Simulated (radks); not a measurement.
Task: These are the eigenvalues of the occupied orbitals of an atom or ion with whole-number occupations (hartree). Calculated with a radial shooting solver on a logarithmic mesh with Libxc functionals: Dirac Kohn-Sham, LB94 model potential, spin-unpolarised, spherical densities, finite nucleus; Fermi nuclear charge, rms radius of each element as measured or else 0.836 A^(1/3) + 0.57 fm.

1s1/2: -3048.228

Which element is it, and in what charge state? The configuration may be excited. Open shells, if any, fill j = l - 1/2 first.

Result: Z = 75, rhenium, charge +74: Re74+ in 1s1. The 1s level, -3048.2 hartree, gives Z - s = 78.1 by -(Z - s)^2/2, which with screening and relativity narrows Z to a few neighbours, and the depths must fix Z and the occupations together.
